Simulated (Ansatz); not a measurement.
A nudged elastic band was laid between two geometries of H₇N₃Si (11 atoms, charge 0, multiplicity 1).

Computed with Ansatz, RKS B3LYP-D4/6-31G*.

```yaml
movable_images: 7
climbing_image: yes
spring: 5.0 eV/Å²
optimiser: quadratic models (default)
start_path: through a guess of the saddle point
force_threshold: 0.05 eV/Å
iteration_limit: 60
end_points: relaxed
```

Image 0:

```xyz
11
Properties=species:S:1:pos:R:3
Si 0.045 -0.021 0.235
H -0.214 -0.256 1.687
N 1.764 0.186 0.169
H 2.347 -0.346 0.803
H 2.226 0.325 -0.722
N -0.564 1.377 -0.573
H -1.555 1.450 -0.763
H -0.150 2.280 -0.385
N -0.791 -1.330 -0.534
H -0.819 -2.233 -0.076
H -0.756 -1.433 -1.541
```

Image 8:

```xyz
11
Properties=species:S:1:pos:R:3
Si -1.199 0.070 0.482
H 2.054 -0.011 1.610
N 2.225 -0.050 0.606
H 1.693 -0.850 0.266
H 1.755 0.764 0.213
N -0.822 1.347 -0.633
H -0.576 1.262 -1.614
H -0.931 2.316 -0.358
N -0.914 -1.304 -0.543
H -1.088 -2.241 -0.203
H -0.663 -1.302 -1.527
```

(1) What changes between the two ends?

(2) Give the energies along the band, and the barrier.

(3) What is the geometry of the highest image?

Answers

(1) Bonds broken: Si1–H2, Si1–N3. Bonds formed: H2–N3. H7N3Si becomes H3N + H4N2Si.

(2) It converged. The highest image is number 4 of 0 to 8, 3.32 eV above the first end and 1.73 eV above the last; the last end lies 1.59 eV above the first. Neighbouring images differ by up to 2.1 eV, so the band resolves the path poorly. A vibrational analysis at the climbing image gives 3 clearly imaginary modes (1534i, 131i, 92i cm⁻¹): a point of higher order, so a lower path passes nearby. The orbitals stay closed-shell, which can raise the energy where a bond breaks towards radicals; this wasn't checked here.

| image | path coordinate (Å) | energy (eV) | Si1–H2 (Å) | Si1–N3 (Å) | H2–N3 (Å) |
| --- | --- | --- | --- | --- | --- |
| 0 | 0.00 | 0.00 | 1.49 | 1.73 | 2.53 |
| 1 | 0.72 | 0.06 | 1.49 | 1.73 | 2.58 |
| 2 | 1.43 | 0.19 | 1.50 | 1.74 | 2.64 |
| 3 | 2.15 | 1.19 | 1.50 | 1.74 | 2.15 |
| 4 | 2.86 | 3.32 | 1.66 | 1.94 | 1.41 |
| 5 | 3.49 | 1.97 | 2.21 | 2.17 | 1.03 |
| 6 | 4.13 | 1.89 | 2.41 | 2.85 | 1.01 |
| 7 | 4.76 | 1.62 | 2.89 | 3.24 | 1.02 |
| 8 | 5.39 | 1.59 | 3.44 | 3.43 | 1.02 |

(3) 
```xyz
11
Properties=species:S:1:pos:R:3:forces:R:3
Si -0.267 0.058 0.374 -0.01 -0.01 -0.03
H 0.907 0.035 1.542 0.00 0.00 -0.01
N 1.667 -0.041 0.354 0.01 0.00 -0.01
H 2.157 -0.915 0.155 0.00 0.01 0.01
H 2.223 0.772 0.080 -0.01 -0.01 0.01
N -0.589 1.419 -0.686 0.00 0.01 0.01
H -1.402 1.305 -1.284 0.00 -0.01 0.00
H -0.617 2.340 -0.263 0.00 0.00 0.00
N -0.884 -1.312 -0.503 0.01 0.01 0.02
H -1.078 -2.173 -0.010 0.00 0.00 -0.01
H -0.582 -1.490 -1.457 -0.01 0.00 0.00
```

Run time: 4.1 min on 1 thread of Arm Neoverse V2, on a shared host, peak memory 0.15 GiB.
